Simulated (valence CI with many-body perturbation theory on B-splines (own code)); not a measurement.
E1 line list for Hf²³⁺

Calculated by valence CI with perturbative core correlation (CI+MBPT): three valence electrons over a frozen Dirac-Fock core [Kr] 4d10, a basis of 7 s, 7 p, 7 d, 7 f, 4 g, 2 h functions for each j, with the one-electron correlation potential Σ1, the two-electron term Σ2, the three-electron term Σ3, Breit, model QED; selected CI, second order for the rest, scaled by the run's own slope (own B-spline code, finite nucleus).

No measured levels were compared; by estimate terms of the open shell hold to a few per cent of their energy, and close levels can change places. Excitations out of the core, of the other parity, are not computed and may begin above about 152 eV (a cautious bound); beyond it only levels of the ground parity were kept, without lifetimes.

Lines 51 to 100 of 545 in falling wavelength, among levels below 1228800 cm⁻¹, chosen from the strongest by gf and those to the six lowest levels. Wavelengths and rates use the calculated energies, so an error of 2000 cm⁻¹ moves a line at 320.2 Å by 0.64 % and its rate by three times that or more. Electric multipoles are in the length gauge, E1 and E2 with the static RPA response of the core. Weak lines are less certain than strong ones. Lines between different terms over intervals too small for the method are left out, as are lines whose strength nearly cancels.

Levels are named by their leading jj configuration (3d3/2^4 stands for four electrons in 3d with j = 3/2), which in mixed levels can hold well under half, so a name can repeat and another be missing. Letters in brackets count levels of one name in rising energy.

```tsv
λ vac (Å)	Upper	Lower	A (s⁻¹)	S (a.u.) with core polarisation	S without
320.2	(4f5/2^2 5p1/2) J=9/2	(4f5/2^2 5s) J=9/2	4.66e+09	7.55e-01	9.80e-01
319.8	(4f7/2^2 5p1/2) J=11/2	(4f7/2^2 5s) J=11/2	3.80e+09	7.37e-01	9.56e-01
319.7	(4f7/2^2 5p1/2) J=3/2	(4f7/2^2 5s) J=3/2	1.53e+09	9.87e-02	1.28e-01
318.9	(4f5/2 4f7/2 5p1/2) J=3/2 [b]	(4f5/2 4f7/2 5s) J=1/2	3.70e+09	2.37e-01	3.07e-01
318.5	(4f7/2^2 5p1/2) J=5/2	(4f7/2^2 5s) J=3/2	6.10e+09	5.84e-01	7.57e-01
318.2	(4f5/2 4f7/2 5p1/2) J=5/2 [a]	(4f5/2 4f7/2 5s) J=7/2 [b]	2.49e+09	2.37e-01	3.08e-01
318.1	(4f7/2^2 5p1/2) J=13/2	(4f7/2^2 5s) J=11/2	5.91e+09	1.31e+00	1.70e+00
318.1	(4f7/2^2 5p1/2) J=7/2	(4f7/2^2 5s) J=7/2	2.73e+09	3.46e-01	4.49e-01
317.9	(4f5/2 4f7/2 5p1/2) J=5/2 [a]	(4f5/2 4f7/2 5s) J=5/2 [a]	2.44e+09	2.32e-01	3.01e-01
317.8	(4f5/2 4f7/2 5p1/2) J=3/2 [a]	(4f5/2^2 5s) J=1/2	9.62e+07	6.10e-03	7.96e-03
317.2	(4f5/2^2 5p1/2) J=5/2	(4f5/2^2 5s) J=5/2	4.78e+09	4.52e-01	5.86e-01
317.1	(4f7/2^2 5p1/2) J=1/2	(4f7/2^2 5s) J=1/2	1.12e+10	3.54e-01	4.59e-01
316.9	(4f5/2 4f7/2 5p1/2) J=9/2 [b]	(4f5/2 4f7/2 5s) J=7/2 [b]	4.20e+09	6.60e-01	8.55e-01
316.7	(4f5/2 4f7/2 5p1/2) J=11/2 [a]	(4f5/2 4f7/2 5s) J=9/2 [a]	5.53e+09	1.04e+00	1.35e+00
316.6	(4f5/2 4f7/2 5p1/2) J=1/2	(4f5/2 4f7/2 5s) J=3/2 [b]	9.35e+09	2.93e-01	3.80e-01
316.5	(4f5/2 4f7/2 5p1/2) J=3/2 [a]	(4f5/2 4f7/2 5s) J=3/2 [a]	1.97e+09	1.23e-01	1.60e-01
315.9	(4f5/2 4f7/2 5p1/2) J=7/2 [a]	(4f5/2 4f7/2 5s) J=9/2 [b]	3.79e+09	4.72e-01	6.13e-01
315.9	(4f5/2 4f7/2 5p1/2) J=9/2 [a]	(4f5/2 4f7/2 5s) J=9/2 [a]	3.76e+09	5.85e-01	7.59e-01
315.0	(4f5/2^2 5p1/2) J=9/2	(4f5/2^2 5s) J=7/2	6.85e+09	1.06e+00	1.37e+00
314.8	(4f5/2 4f7/2 5p1/2) J=3/2 [a]	(4f5/2 4f7/2 5s) J=5/2 [b]	9.73e+09	5.99e-01	7.78e-01
314.6	(4f5/2 4f7/2 5p1/2) J=5/2 [b]	(4f5/2 4f7/2 5s) J=3/2 [a]	6.40e+09	5.90e-01	7.65e-01
314.5	(4f5/2 4f7/2 5p1/2) J=11/2 [b]	(4f5/2 4f7/2 5s) J=11/2 [b]	5.09e+09	9.38e-01	1.22e+00
314.4	(4f7/2^2 5p1/2) J=9/2	(4f7/2^2 5s) J=7/2	6.81e+09	1.04e+00	1.35e+00
314.2	(4f5/2^2 5p1/2) J=1/2	(4f5/2^2 5s) J=1/2	1.08e+10	3.29e-01	4.27e-01
314.0	(4f5/2 4f7/2 5p1/2) J=11/2 [b]	(4f5/2 4f7/2 5s) J=13/2	7.27e+09	1.33e+00	1.73e+00
313.8	(4f5/2 4f7/2 5p1/2) J=13/2	(4f5/2 4f7/2 5s) J=11/2 [b]	6.27e+09	1.34e+00	1.73e+00
313.6	(4f5/2 4f7/2 5p1/2) J=7/2 [a]	(4f5/2 4f7/2 5s) J=7/2 [a]	4.24e+09	5.16e-01	6.70e-01
313.3	(4f5/2 4f7/2 5p1/2) J=13/2	(4f5/2 4f7/2 5s) J=13/2	6.08e+09	1.29e+00	1.68e+00
313.1	(4f5/2^2 5p1/2) J=3/2	(4f5/2^2 5s) J=5/2	9.02e+09	5.47e-01	7.09e-01
313.1	(4f5/2^2 5p1/2) J=5/2	(4f5/2^2 5s) J=3/2	6.98e+09	6.35e-01	8.24e-01
313.1	(4f5/2 4f7/2 5p1/2) J=7/2 [b]	(4f5/2 4f7/2 5s) J=7/2 [b]	3.41e+09	4.13e-01	5.36e-01
312.9	(4f5/2 4f7/2 5p1/2) J=5/2 [b]	(4f5/2 4f7/2 5s) J=5/2 [b]	5.32e+09	4.83e-01	6.26e-01
312.8	(4f5/2^2 5p1/2) J=1/2	(4f5/2 4f7/2 5s) J=3/2 [a]	4.86e+07	1.47e-03	1.92e-03
312.8	(4f5/2 4f7/2 5p1/2) J=7/2 [b]	(4f5/2 4f7/2 5s) J=5/2 [a]	2.72e+09	3.28e-01	4.25e-01
312.6	(4f5/2 4f7/2 5p1/2) J=11/2 [a]	(4f5/2 4f7/2 5s) J=11/2 [a]	5.39e+09	9.75e-01	1.27e+00
312.3	(4f7/2^2 5p1/2) J=7/2	(4f7/2^2 5s) J=9/2	9.30e+09	1.12e+00	1.45e+00
312.0	(4f5/2 4f7/2 5p1/2) J=9/2 [b]	(4f5/2 4f7/2 5s) J=9/2 [b]	5.04e+09	7.56e-01	9.80e-01
311.8	(4f7/2^2 5p1/2) J=3/2	(4f7/2^2 5s) J=5/2	1.09e+10	6.50e-01	8.44e-01
311.8	(4f5/2 4f7/2 5p1/2) J=9/2 [a]	(4f5/2 4f7/2 5s) J=11/2 [a]	7.42e+09	1.11e+00	1.44e+00
311.6	(4f5/2^2 5p1/2) J=7/2	(4f5/2^2 5s) J=9/2	7.98e+09	9.53e-01	1.24e+00
310.9	(4f5/2 4f7/2 5p1/2) J=5/2 [a]	(4f5/2 4f7/2 5s) J=7/2 [a]	6.83e+09	6.08e-01	7.89e-01
310.7	(4f7/2^2 5p1/2) J=5/2	(4f7/2^2 5s) J=5/2	5.40e+09	4.79e-01	6.21e-01
310.5	(4f5/2 4f7/2 5p1/2) J=3/2 [b]	(4f5/2 4f7/2 5s) J=3/2 [b]	7.00e+09	4.14e-01	5.37e-01
309.7	(4f7/2^2 5p1/2) J=11/2	(4f7/2^2 5s) J=13/2	8.48e+09	1.49e+00	1.94e+00
309.7	(4f5/2 4f7/2 5p1/2) J=9/2 [b]	(4f5/2 4f7/2 5s) J=7/2 [a]	2.16e+09	3.17e-01	4.12e-01
309.2	(4f5/2^2 5p1/2) J=3/2	(4f5/2^2 5s) J=3/2	2.29e+09	1.34e-01	1.73e-01
308.7	(4f7/2^2 5p1/2) J=9/2	(4f7/2^2 5s) J=9/2	5.17e+09	7.51e-01	9.74e-01
308.3	(4f5/2 4f7/2 5p1/2) J=7/2 [b]	(4f5/2 4f7/2 5s) J=9/2 [b]	4.87e+09	5.63e-01	7.31e-01
308.1	(4f7/2^2 5p1/2) J=13/2	(4f7/2^2 5s) J=13/2	6.01e+09	1.22e+00	1.58e+00
307.9	(4f5/2 4f7/2 5p1/2) J=7/2 [a]	(4f5/2 4f7/2 5s) J=9/2 [a]	1.21e+08	1.40e-02	1.81e-02
```
